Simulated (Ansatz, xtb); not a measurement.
## A geometry optimisation of CH4SiSn+ with r2SCAN-D4/def2-SVP

The starting geometry of this gas-phase doublet was built from a drawn formula by distance geometry and a force field; its bonds are those of `[H]/[C]=[SiH]/[SnH2+]`.

```
atom    x (Å)    y (Å)    z (Å)
   C  -1.5861  -1.9565   1.2892
  Si  -1.1119  -2.0501  -0.3946
  Sn   0.1792  -0.0480  -1.3631
   H  -2.1254  -2.8004   1.6941
   H  -1.4765  -3.1312  -1.1725
   H   0.6326  -0.1584  -3.0254
   H   0.5458   1.3520  -0.3522
```

Question: Predict what it relaxes into with r2SCAN-D4/def2-SVP.

Answer: It keeps its bonds, and is `[CH]=[SiH][SnH2+]`.

The energy falls by 0.57 eV over 12 steps:

| step | E − E(last) (eV) |
| --- | --- |
| 1 | 0.569 |
| 2 | 0.308 |
| 3 | 0.166 |
| 5 | 0.037 |
| 6 | 0.017 |
| 7 | 0.013 |
| 8 | 0.004 |
| 10 | 0.000 |
| 11 | 0.000 |
| 12 | 0.000 |

Final geometry (Å):

```xyz
7

C    -1.5706   -2.0673    1.0455
Si   -1.1561   -2.2249   -0.6073
Sn    0.0858   -0.1853   -1.3131
H    -1.8897   -2.0823    2.0871
H    -1.4533   -3.3534   -1.5208
H     0.6976    0.1034   -2.8737
H     0.3440    1.0172   -0.1421
```

From the same start GFN2-xTB ends elsewhere, differing in C1–Sn3 (2.39 against 3.44 Å here), Si2–Sn3 (3.95 against 2.49 Å here), Si2–H6 (1.46 against 3.74 Å here), Sn3–H6 (4.46 against 1.70 Å here), Sn3–H7 (2.23 against 1.70 Å here).

The end wasn't checked by frequencies. Open shells are spin-unrestricted. Atoms past krypton carry core potentials, without spin–orbit terms. Run with Ansatz 0.2.0, 110 s on 1 thread of Arm Neoverse V2, on a shared host.
